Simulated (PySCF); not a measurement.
PySCF input file for GeHF₃, SMILES [GeH]([F])([F])[F], TPSSh-D3(BJ)/def2-SVP. 

```python
import numpy as np
from pyscf import gto, scf, dft
from pyscf.geomopt import geometric_solver

mol = gto.M(
    atom='''
    Ge    0.00000000    0.00000000    0.28586608
    F    -1.34465898   -0.77633922   -0.40400869
    F    -0.00000000    1.55267844   -0.40400869
    F     1.34465897   -0.77633922   -0.40400869
    H     0.00000000   -0.00000000    1.76051990
    ''',
    basis='def2-SVP',
    charge=0,
    spin=0,
    max_memory=1600,
    verbose=3,
)
mf = dft.RKS(mol, xc='tpssh').density_fit(auxbasis='def2-universal-jkfit')
mf.disp = 'd3bj'
mf.grids.level = 4
mf.conv_tol = 1e-9
mf.max_cycle = 100
mf.kernel()
grad = mf.nuc_grad_method()
grad.grid_response = mol.nao <= 150
conv, mol_eq = geometric_solver.kernel(grad, convergence_set='GAU_TIGHT', maxsteps=100)
print(mol_eq.tostring(format='xyz'))
mf.reset(mol_eq)
mf.kernel()
```

It prints:

```
converged SCF energy = -2376.6946551126
[banner and settings of the optimiser left out]
Geometry optimization cycle 1
Cartesian coordinates (Angstrom)
 Atom        New coordinates             dX        dY        dZ
  Ge   0.000000   0.000000   0.285866    0.000000  0.000000 -0.000000
   F  -1.344659  -0.776339  -0.404009    0.000000  0.000000  0.000000
   F   0.000000   1.552678  -0.404009    0.000000  0.000000  0.000000
   F   1.344659  -0.776339  -0.404009    0.000000  0.000000  0.000000
   H   0.000000   0.000000   1.760520    0.000000  0.000000  0.000000

WARN: Mole.unit (angstrom) is changed to Bohr

converged SCF energy = -2376.69465511259
--------------- DFRKS_Scanner gradients ---------------
         x                y                z
0 Ge     0.0000000105    -0.0000349406     0.0082715141
1 F     0.0132508225     0.0076738034     0.0029704662
2 F    -0.0000000005    -0.0153123816     0.0029876936
3 F    -0.0132508317     0.0076738082     0.0029704706
4 H    -0.0000000008    -0.0000002894    -0.0172001445
----------------------------------------------
cycle 1: E = -2376.69465511  dE = -2376.69  norm(grad) = 0.0330795
Step    0 : Gradient = 1.479e-02/1.720e-02 (rms/max) Energy = -2376.6946551126
Hessian Eigenvalues: 5.00000e-02 5.00000e-02 5.00000e-02 ... 3.60061e-01 3.60061e-01 3.60061e-01

Geometry optimization cycle 2
Cartesian coordinates (Angstrom)
 Atom        New coordinates             dX        dY        dZ
  Ge  -0.000000   0.000126   0.259290   -0.000000  0.000126 -0.026576
   F  -1.375871  -0.794623  -0.402904   -0.031212 -0.018284  0.001105
   F  -0.000000   1.588777  -0.403555   -0.000000  0.036099  0.000454
   F   1.375871  -0.794623  -0.402904    0.031212 -0.018284  0.001105
   H   0.000000   0.000342   1.784433    0.000000  0.000342  0.023913
converged SCF energy = -2376.69669849728
--------------- DFRKS_Scanner gradients ---------------
         x                y                z
0 Ge    -0.0000000024     0.0000418737     0.0001033001
1 F    -0.0001370614    -0.0000871439    -0.0008899534
2 F     0.0000000002     0.0001420055    -0.0008798842
3 F     0.0001370635    -0.0000871449    -0.0008899542
4 H     0.0000000001    -0.0000095903     0.0025564917
----------------------------------------------
cycle 2: E = -2376.6966985  dE = -0.00204338  norm(grad) = 0.00299655
Step    1 : Displace = 3.225e-02/3.625e-02 (rms/max) Trust = 1.000e-01 (=) Grad = 1.340e-03/2.557e-03 (rms/max) E (change) = -2376.6966984973 (-2.043e-03) Quality = 0.942
Hessian Eigenvalues: 4.99999e-02 5.00000e-02 5.00000e-02 ... 3.60059e-01 3.60061e-01 3.68684e-01

Geometry optimization cycle 3
Cartesian coordinates (Angstrom)
 Atom        New coordinates             dX        dY        dZ
  Ge  -0.000000   0.000069   0.255293    0.000000 -0.000057 -0.003997
   F  -1.378745  -0.796273  -0.398046   -0.002874 -0.001650  0.004858
   F  -0.000000   1.592004  -0.398794   -0.000000  0.003227  0.004761
   F   1.378745  -0.796273  -0.398046    0.002874 -0.001650  0.004858
   H   0.000000   0.000472   1.773953    0.000000  0.000129 -0.010480
converged SCF energy = -2376.69673947164
--------------- DFRKS_Scanner gradients ---------------
         x                y                z
0 Ge    -0.0000000036     0.0000168853     0.0005824581
1 F    -0.0002077942    -0.0001226596    -0.0002389710
2 F     0.0000000003     0.0002329690    -0.0002356621
3 F     0.0002077971    -0.0001226610    -0.0002389721
4 H     0.0000000004    -0.0000045337     0.0001311471
----------------------------------------------
cycle 3: E = -2376.69673947  dE = -4.09744e-05  norm(grad) = 0.000835008
Step    2 : Displace = 6.754e-03/1.048e-02 (rms/max) Trust = 1.414e-01 (+) Grad = 3.734e-04/5.827e-04 (rms/max) E (change) = -2376.6967394716 (-4.097e-05) Quality = 1.129
Hessian Eigenvalues: 4.99992e-02 5.00000e-02 5.00000e-02 ... 3.57234e-01 3.60059e-01 3.60061e-01

Geometry optimization cycle 4
Cartesian coordinates (Angstrom)
 Atom        New coordinates             dX        dY        dZ
  Ge  -0.000000   0.000041   0.254176    0.000000 -0.000028 -0.001117
   F  -1.379019  -0.796431  -0.397162   -0.000274 -0.000158  0.000884
   F  -0.000000   1.592280  -0.397950   -0.000000  0.000276  0.000845
   F   1.379019  -0.796431  -0.397162    0.000274 -0.000158  0.000884
   H   0.000000   0.000540   1.772458   -0.000000  0.000068 -0.001495
converged SCF energy = -2376.69674069168
--------------- DFRKS_Scanner gradients ---------------
         x                y                z
0 Ge     0.0000000002     0.0000023878     0.0000621917
1 F    -0.0000128400    -0.0000074170    -0.0000111008
2 F     0.0000000000     0.0000139833    -0.0000101176
3 F     0.0000128398    -0.0000074168    -0.0000111006
4 H     0.0000000001    -0.0000015373    -0.0000298727
----------------------------------------------
cycle 4: E = -2376.69674069  dE = -1.22004e-06  norm(grad) = 7.58443e-05
Step    3 : Displace = 1.099e-03/1.496e-03 (rms/max) Trust = 2.000e-01 (+) Grad = 3.392e-05/6.224e-05 (rms/max) E (change) = -2376.6967406917 (-1.220e-06) Quality = 1.032
Hessian Eigenvalues: 4.99908e-02 5.00000e-02 5.00000e-02 ... 3.48000e-01 3.60061e-01 3.60061e-01

Geometry optimization cycle 5
Cartesian coordinates (Angstrom)
 Atom        New coordinates             dX        dY        dZ
  Ge  -0.000000   0.000038   0.254113    0.000000 -0.000003 -0.000063
   F  -1.379021  -0.796441  -0.397135   -0.000002 -0.000011  0.000027
   F  -0.000000   1.592270  -0.397957   -0.000000 -0.000010 -0.000007
   F   1.379021  -0.796441  -0.397135    0.000002 -0.000011  0.000027
   H   0.000000   0.000574   1.772473   -0.000000  0.000034  0.000015
converged SCF energy = -2376.69674069653
--------------- DFRKS_Scanner gradients ---------------
         x                y                z
0 Ge     0.0000000000     0.0000004460     0.0000030438
1 F    -0.0000003275     0.0000001169    -0.0000005631
2 F    -0.0000000000     0.0000002817     0.0000004129
3 F     0.0000003274     0.0000001169    -0.0000005631
4 H     0.0000000000    -0.0000009616    -0.0000023305
----------------------------------------------
cycle 5: E = -2376.6967407  dE = -4.85034e-09  norm(grad) = 4.11643e-06
Step    4 : Displace = 3.178e-05/6.310e-05 (rms/max) Trust = 2.828e-01 (+) Grad = 1.841e-06/3.076e-06 (rms/max) E (change) = -2376.6967406965 (-4.850e-09) Quality = 1.051
Hessian Eigenvalues: 4.85989e-02 5.00000e-02 5.00000e-02 ... 3.50948e-01 3.60061e-01 3.60104e-01

Geometry optimization cycle 6
Cartesian coordinates (Angstrom)
 Atom        New coordinates             dX        dY        dZ
  Ge  -0.000000   0.000039   0.254109    0.000000  0.000001 -0.000004
   F  -1.379021  -0.796452  -0.397121   -0.000000 -0.000011  0.000013
   F  -0.000000   1.592261  -0.397984    0.000000 -0.000010 -0.000027
   F   1.379021  -0.796452  -0.397121    0.000000 -0.000011  0.000013
   H   0.000000   0.000604   1.772477   -0.000000  0.000030  0.000004
converged SCF energy = -2376.69674069669
--------------- DFRKS_Scanner gradients ---------------
         x                y                z
0 Ge     0.0000000002     0.0000003107    -0.0000012086
1 F     0.0000003893     0.0000005319    -0.0000000627
2 F    -0.0000000000    -0.0000005292     0.0000010497
3 F    -0.0000003894     0.0000005320    -0.0000000627
4 H    -0.0000000000    -0.0000008453     0.0000002843
----------------------------------------------
cycle 6: E = -2376.6967407  dE = -1.58252e-10  norm(grad) = 2.14744e-06
Step    5 : Displace = 2.714e-06/4.310e-06 (rms/max) Trust = 3.000e-01 (+) Grad = 9.604e-07/1.248e-06 (rms/max) E (change) = -2376.6967406967 (-1.583e-10) Quality = 2.095
Hessian Eigenvalues: 4.85989e-02 5.00000e-02 5.00000e-02 ... 3.50948e-01 3.60061e-01 3.60104e-01
Converged! =D

5
XYZ from PySCF
Ge         -0.00000000        0.00003874        0.25410939
F          -1.37902134       -0.79645191       -0.39712130
F          -0.00000000        1.59226081       -0.39798365
F           1.37902133       -0.79645191       -0.39712131
H           0.00000000        0.00060427        1.77247679
converged SCF energy = -2376.69674069668
```

The calculation finished and met its thresholds.
